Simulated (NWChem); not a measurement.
System: CH4CuOS, doublet; SMILES [Cu]([O]C)[SH]

NWChem input:

```
start job
memory heap 200 mb stack 900 mb global 1100 mb
geometry units angstroms noautosym nocenter noautoz
  Cu    -0.077756    -0.070870     0.022747
  O     -0.410855     1.617262    -0.015508
  C      0.426306     2.744191    -0.010515
  H      0.891315     2.882210    -0.999024
  H     -0.163802     3.642954     0.211304
  H      1.234411     2.665519     0.731877
  S      0.064608    -2.160536    -0.009945
  H      1.406311    -2.313214     0.078602
end
basis spherical
  Cu library def2-svp
  O library def2-svp
  C library def2-svp
  H library def2-svp
  S library def2-svp
end
dft
  odft
  mult 2
  xc pbe0
  iterations 150
end
property
  efieldgrad
end
task dft property
```

Excerpt of the output:

```
             Northwest Computational Chemistry Package (NWChem) 7.3.0
             --------------------------------------------------------

                             Geometry "geometry" -> ""
                             -------------------------

 Output coordinates in angstroms (scale by  1.889725989 to convert to a.u.)

  No.       Tag          Charge          X              Y              Z
 ---- ---------------- ---------- -------------- -------------- --------------
    1 Cu                  29.0000    -0.07775600    -0.07087000     0.02274700
    2 O                    8.0000    -0.41085500     1.61726200    -0.01550800
    3 C                    6.0000     0.42630600     2.74419100    -0.01051500
    4 H                    1.0000     0.89131500     2.88221000    -0.99902400
    5 H                    1.0000    -0.16380200     3.64295400     0.21130400
    6 H                    1.0000     1.23441100     2.66551900     0.73187700
    7 S                   16.0000     0.06460800    -2.16053600    -0.00994500
    8 H                    1.0000     1.40631100    -2.31321400     0.07860200

 Effective nuclear repulsion energy (a.u.)     315.0025210087

                              NWChem Property Module
                              ----------------------

  itol2e modified to match energy
  convergence criterion.

                                 NWChem DFT Module
                                 -----------------

 Summary of "ao basis" -> "ao basis" (spherical)
 ------------------------------------------------------------------------------
       Tag                 Description            Shells   Functions and Types
 ---------------- ------------------------------  ------  ---------------------
 Cu                         def2-svp                11       31   5s3p2d1f
 O                          def2-svp                 6       14   3s2p1d
 C                          def2-svp                 6       14   3s2p1d
 H                          def2-svp                 3        5   2s1p
 S                          def2-svp                 8       18   4s3p1d

  itol2e modified to match energy
  convergence criterion.

            General Information
            -------------------
          SCF calculation type: DFT
          Wavefunction type:  spin polarized.
          No. of atoms     :     8
          No. of electrons :    63
           Alpha electrons :    32
            Beta electrons :    31
          Charge           :     0
          Spin multiplicity:     2
          Use of symmetry is: off; symmetry adaption is: off
          Maximum number of iterations: 150
          AO basis - number of functions:    97
                     number of shells:    43
          Convergence on energy requested:  1.00D-07
          Convergence on density requested:  1.00D-05
          Convergence on gradient requested:  5.00D-04

              XC Information
              --------------
                         PBE0 Method XC Functional
                     Hartree-Fock (Exact) Exchange  0.250
          PerdewBurkeErnzerhof Exchange Functional  0.750
            Perdew 1991 LDA Correlation Functional  1.000 local
           PerdewBurkeErnz. Correlation Functional  1.000 non-local

             Grid Information
             ----------------
          Grid used for XC integration:  fine
          Radial quadrature: Mura-Knowles
          Angular quadrature: Lebedev.
          Tag              B.-S. Rad. Rad. Pts. Rad. Cut. Ang. Pts.
          ---              ---------- --------- --------- ---------
          Cu                  1.35      140          11.0       974
          O                   0.60       70          11.0       590
          C                   0.70       70          13.0       590
          H                   0.35       60          14.0       590
          S                   1.00      123          14.0       770
          Grid pruning is: on
          Number of quadrature shells:   643
          Spatial weights used:  Erf1

[...]

          -----------------------
          Electric field gradient
          -----------------------

 1 a.u. = 0.324123 10**(16) esu/cm**3  ( or statvolts/cm**2 ) = 0.97174 10**(22) v/m**2

 ------------------------------------------------------------
   Atom      X         Y         Z
 ------------------------------------------------------------
    1 Cu  -0.14694  -0.13392   0.04299
 ------------------------------------------------------------

 Electric field gradient in molecular frame (a.u.)
         XX             YY             ZZ             XY             XZ             YZ
 ------------------------------------------------------------------------------------------
        0.803623       0.272807      -1.076431       0.169369       0.148672       0.037397

 Principal components (a.u.) and orientation
 of principal axis w.r.t. absolute frame                      Asymmetry parameter eta
 --------------------------------------------------------------------------------------
       -1.088543       0.865148       0.223395                       0.589552

       -0.076732       0.957166      -0.279187
       -0.017839       0.278650       0.960227
        0.996892       0.078660      -0.004307

 ------------------------------------------------------------
   Atom      X         Y         Z
 ------------------------------------------------------------
    2 O   -0.77640   3.05618  -0.02931
 ------------------------------------------------------------

 Electric field gradient in molecular frame (a.u.)
         XX             YY             ZZ             XY             XZ             YZ
 ------------------------------------------------------------------------------------------
        0.652424      -0.667195       0.014771      -1.088185       0.137038      -0.086871

 Principal components (a.u.) and orientation
 of principal axis w.r.t. absolute frame                      Asymmetry parameter eta
 --------------------------------------------------------------------------------------
        1.285864      -1.280035      -0.005829                       0.990934

        0.864143       0.490299      -0.113414
       -0.487099       0.871529       0.056314
        0.126455       0.006581       0.991951

 ------------------------------------------------------------
   Atom      X         Y         Z
 ------------------------------------------------------------
    3 C    0.80560   5.18577  -0.01987
 ------------------------------------------------------------

 Electric field gradient in molecular frame (a.u.)
         XX             YY             ZZ             XY             XZ             YZ
 ------------------------------------------------------------------------------------------
        0.000027      -0.130463       0.130436      -0.226053       0.000450       0.006301

 Principal components (a.u.) and orientation
 of principal axis w.r.t. absolute frame                      Asymmetry parameter eta
 --------------------------------------------------------------------------------------
       -0.300563       0.170357       0.130207                       0.133583

        0.601004       0.795638       0.075854
        0.799151      -0.599682      -0.041699
       -0.012310      -0.085680       0.996247

 ------------------------------------------------------------
   Atom      X         Y         Z
 ------------------------------------------------------------
    4 H    1.68434   5.44659  -1.88788
 ------------------------------------------------------------

 Electric field gradient in molecular frame (a.u.)
         XX             YY             ZZ             XY             XZ             YZ
 ------------------------------------------------------------------------------------------
        0.071986       0.137214      -0.209200      -0.030290       0.169892       0.045651

 Principal components (a.u.) and orientation
 of principal axis w.r.t. absolute frame                      Asymmetry parameter eta
 --------------------------------------------------------------------------------------
       -0.295914       0.156805       0.139109                       0.059802

       -0.424410       0.796799       0.430103
       -0.124214      -0.521748       0.844008
        0.896910       0.304781       0.320408

 ------------------------------------------------------------
   Atom      X         Y         Z
 ------------------------------------------------------------
    5 H   -0.30954   6.88418   0.39931
 ------------------------------------------------------------

 Electric field gradient in molecular frame (a.u.)
         XX             YY             ZZ             XY             XZ             YZ
 ------------------------------------------------------------------------------------------
        0.016872      -0.155073       0.138201       0.192529       0.049576      -0.074734

 Principal components (a.u.) and orientation
 of principal axis w.r.t. absolute frame                      Asymmetry parameter eta
 --------------------------------------------------------------------------------------
       -0.298374       0.156677       0.141697                       0.050204

       -0.533404       0.160060       0.830578
        0.821580      -0.135543       0.553746
        0.201211       0.977757      -0.059203

 ------------------------------------------------------------
   Atom      X         Y         Z
 ------------------------------------------------------------
    6 H    2.33270   5.03710   1.38305
 ------------------------------------------------------------

 Electric field gradient in molecular frame (a.u.)
         XX             YY             ZZ             XY             XZ             YZ
 ------------------------------------------------------------------------------------------
       -0.089314       0.137921      -0.048607       0.019975      -0.223305       0.027180

[...]
```

Level: PBE0/def2-SVP, spin-unrestricted. The geometry was optimised at B3LYP/6-31G* (spherical d), spin-unrestricted. Not confirmed as a minimum by frequencies. The spin multiplicity was typed, not searched, and may not be the lowest. No stability test was run on the SCF state. NWChem prints the field gradient with the sign opposite to the second derivative of the potential.
